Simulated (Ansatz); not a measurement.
Cost and result for the atomization energy of `O=CCB(F)F` (9 atoms, 8 bonds).

```json
{"atom": "O1", "x (Å)": "-1.792", "y (Å)": "0.349", "z (Å)": "-1.395"}
{"atom": "C2", "x (Å)": "-0.992", "y (Å)": "-0.325", "z (Å)": "-0.809"}
{"atom": "C3", "x (Å)": "-0.324", "y (Å)": "0.090", "z (Å)": "0.468"}
{"atom": "B4", "x (Å)": "1.227", "y (Å)": "0.269", "z (Å)": "0.326"}
{"atom": "F5", "x (Å)": "1.939", "y (Å)": "-0.500", "z (Å)": "-0.476"}
{"atom": "F6", "x (Å)": "1.881", "y (Å)": "1.175", "z (Å)": "1.022"}
{"atom": "H7", "x (Å)": "-0.689", "y (Å)": "-1.317", "z (Å)": "-1.203"}
{"atom": "H8", "x (Å)": "-0.796", "y (Å)": "0.986", "z (Å)": "0.872"}
{"atom": "H9", "x (Å)": "-0.453", "y (Å)": "-0.728", "z (Å)": "1.194"}
```

The species carries charge 0 and has multiplicity 1. All single points use the PBE0-D4/def2-TZVP geometry. It is one conformer, not always the lowest. Program: Ansatz. All runs use 4 threads of an Arm Neoverse V1 on a shared host. Times are those of one run each, without the atoms' runs, and a repeat can differ threefold. Electronic energies, without spin–orbit coupling; frozen cores. CCSD(T)/CBS adds CCSD(T) − MP2 in def2-TZVPP to the MP2 limit, and its time is that of the two runs behind it. T1 = 0.014. B3LYP takes the VWN-RPA correlation (the form of Gaussian; ORCA's B3LYP/G).

CCSD(T)/CBS is a level of theory with its own doubt, some kJ/mol a heavy atom from the limit and from the frozen cores, so smaller differences don't rank the functionals.

```csv
level,functions,wall time
PBE-D4/def2-TZVPP (with forces),228,2.1 s
PBE0-D4/def2-TZVPP,228,2.4 s
B3LYP-D4/def2-TZVPP (with forces),228,3.6 s
r2SCAN-D4/def2-TZVPP (with forces),228,4.5 s
B2PLYP/def2-TZVPP,228,4.7 s
ωB97X-V/def2-TZVPP,228,6.5 s
ωB97M-V/def2-TZVPP (with forces),228,9.5 s
MP2/def2-QZVPP,432,19 s
CCSD(T)/def2-TZVPP,228,2.8 min
CCSD(T)/CBS(def2),–,3.1 min
```

Problem. What atomization energy does each give, and how far from CCSD(T)/CBS? (An estimate is asked.)

Solution. Computed: 
| level | atomization (kcal/mol) | difference from CCSD(T)/CBS | per bond |
| --- | --- | --- | --- |
| PBE-D4/def2-TZVPP (with forces) | 1007.8 | 36.0 | 4.5 |
| PBE0-D4/def2-TZVPP | 979.6 | 7.8 | 1.0 |
| B3LYP-D4/def2-TZVPP (with forces) | 972.8 | 1.0 | 0.1 |
| r2SCAN-D4/def2-TZVPP (with forces) | 981.6 | 9.8 | 1.2 |
| B2PLYP/def2-TZVPP | 968.0 | -3.8 | -0.5 |
| ωB97X-V/def2-TZVPP | 974.5 | 2.7 | 0.3 |
| ωB97M-V/def2-TZVPP (with forces) | 977.9 | 6.1 | 0.8 |
| MP2/def2-QZVPP | 997.9 | 26.1 | 3.3 |
| CCSD(T)/def2-TZVPP | 948.5 | -23.3 | -2.9 |
| CCSD(T)/CBS(def2) | 971.8 | 0.0 | 0.0 |

In def2-TZVPP, CCSD(T) changes the Hartree–Fock value by +230.6 kcal/mol (the triples alone add +17.0 kcal/mol) and MP2 by +266.2 kcal/mol; breaking electron pairs costs correlation energy, which Hartree–Fock lacks. From PBE to PBE0 (25 % exact exchange), in def2-TZVPP and without D4, the atomization energy moves by −27.6 kcal/mol: exact exchange takes away binding that semilocal exchange gives to molecules. The D4 term adds +5.6 kcal/mol with B3LYP and +2.9 kcal/mol with PBE0; it sums over pairs of atoms, weighted by their polarisabilities, and B3LYP, whose exchange is more repulsive, gets the larger term.
